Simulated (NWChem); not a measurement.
System: CH₃Si, doublet; SMILES C=[SiH]

```xyz
5

C      0.0074     1.1116     0.0000
Si    -0.0944    -0.6124     0.0000
H     -0.8710     1.7749     0.0000
H      0.9961     1.6060     0.0000
H      1.1515    -1.4772     0.0000
```
Atoms are numbered in this order, from 1.

The geometry was optimised at PBE-D3(BJ)/def2-SVP, spin-unrestricted. No stability test was run on the SCF state.

Symmetry labels are those of Cs in the frame above (b1 and b2, or b-type labels, depend on it).

**Question.** List the 4 lowest vertical excitations from PBE/aug-cc-pVDZ, spin-unrestricted, TDA (NWChem).

**Answer.** 
| state | energy (eV) | oscillator strength | symmetry of the excitation | <S²> |
|---|---|---|---|---|
| state 1 | 1.36 | 0.002 | a" | 0.77 |
| state 2 | 2.71 | 0.001 | a' | 2.72 |
| state 3 | 3.69 | 0.011 | a" | 0.76 |
| state 4 | 4.45 | 0.008 | a' | 0.79 |
